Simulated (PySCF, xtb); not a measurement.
Cd(H)(SiH3) (CdH4Si), SMILES [CdH][SiH3].

xtb with GFN2-xTB at its own geometry gives an orbital gap of 4.15 eV and a dipole moment of 1.97 D.

Coordinates come from a B3LYP-D3(BJ)/def2-TZVP optimisation. The def2 effective core potentials stand for the cores of Cd; spin–orbit coupling is left out.

**Question.** What does B3LYP/def2-TZVPD in PySCF give? (The exact figures need the calculation; the answer reports its results.)

**Answer.** gap 5.61 eV (levels -6.95 and -1.34 eV), dipole 0.20 D.
